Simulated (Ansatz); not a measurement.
Consider the redistribution: `BB(C)BCl` + `C=C([SiH3])Br` → `BC(=C)Br` + `CB([SiH3])BCl`.

Program: Ansatz. Geometries: PBE0-D4/def2-TZVP. ΔE: electronic, gas phase. CCSD(T)/CBS is the MP2 limit (def2-TZVPP, def2-QZVPP) plus CCSD(T) − MP2 in def2-TZVPP, frozen cores. Functionals use def2-TZVPP. For Br outer-core shells are correlated without core-valence functions, which leaves a few kJ/mol of doubt a bond. Scalar relativity is left out up to krypton. One conformer a species, not always the lowest.

```
         level  ΔE (eV)
     r2SCAN-D4    -0.10
       PBE0-D4    -0.14
        B2PLYP    -0.12
        r2SCAN    -0.10
          PBE0    -0.14
 HF/def2-TZVPP    -0.14
  HF/CBS(def2)    -0.14
CCSD/CBS(def2)    -0.11
```

(1) What does CCSD(T)/CBS give? (Best estimate.)

Largest T1 diagnostic among the species: 0.014.

Results:

(1) Ansatz gave: -0.12 eV. The listed levels differ from it by 0.02, -0.02, 0.00, 0.02, -0.02, -0.02, -0.02, 0.01 eV.
